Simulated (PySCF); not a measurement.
**Checking a proposed structure**

A compound C5H7F3Si gives the data below (simulated from a calculation) and was assigned the structure `C=C(C[SiH3])C(F)=C(F)F`.

13C{1H} NMR (computed): δ 164.6 (C), 139.6 (C), 26.4 (CH), 25.4 (CH2), 6.5 (CH2).

1H NMR (400 MHz, computed): δ 5.00 (m, 1H), 4.94 (m, 1H), 2.94 (m, 1H), 2.74 (m, 1H), 2.56 (m, 1H), 1.51 (m, 1H), 1.32 (m, 1H).

[PySCF 2.14.0 with density-fitted response routines: NMR shieldings at PBE0/pcSseg-1/GIAO; coordinates at the GFN2-xTB level; no relativistic terms; no solvent; a single conformation]

Referencing at the same level of theory: 1H (σref 31.72), 13C (σref 186.93) against TMS.

(1) Compare with the shifts computed for the proposed structure, pairing carbons in order of shift.

(2) Which isomer fits?

Answers

(1) Atom-mapped SMILES (the numbers label the heavy atoms): `[CH2:1]=[C:2]([CH2:3][SiH3:4])[C:5]([F:6])=[C:7]([F:8])[F:9]`. Hydrogens are named by the atom that carries them.

```tsv
atom	computed for proposal	given list	difference
C7	168.5	164.6	+3.9
C2	141.0	139.6	+1.4
C5	139.1	26.4	+112.7
C1	118.5	25.4	+93.1
C3	17.4	6.5	+10.9
```

The rms difference is 65.6 ppm and the largest +112.7 ppm at C5 (fully substituted alkene carbon). The carbon types in order of shift don't match either: C, C, C, CH2, CH2 for the proposal against C, C, CH, CH2, CH2 in the data. The proposal doesn't fit.

(2) `FC(F)=C(F)[C@@H]1CC[SiH2]1`.

- Carbon types of the structure: 2 × C, 1 × CH, 2 × CH2, leaving 2 H on heteroatoms.
- δC 164.6, 139.6: fully substituted alkene carbon; as expected for a trigonal carbon in a double bond.
- δC 25.4: sp3 CH2 in a ring; a saturated carbon with 2 carbon neighbours and no heteroatom attached.
- δC 6.5: sp3 CH2 bonded to Si; an electropositive neighbour leaves it electron-rich and shielded.
- δH 2.94: hydrogen on an allylic sp3 CH bonded to Si; allylic position.

The shifts were computed for this structure.

Splittings by 19F in the carbon and heteronuclear signals aren't shown, as no couplings were computed. Shifts are as computed. Against solution values, carbons near 30 ppm lie about +3 ppm off and those near 130 ppm about +5 ppm. Of 1211 compounds with measured shifts, 218 miss one by over three times the rms of a fit or turn the order of signals round; such compounds aren't used in these exercises. No couplings were computed; multiplicities are counted from neighbouring protons, with m where these are inequivalent, close in shift, in a saturated or five-membered ring or joined by F or P, and br s for small geminal =CH2 splittings.
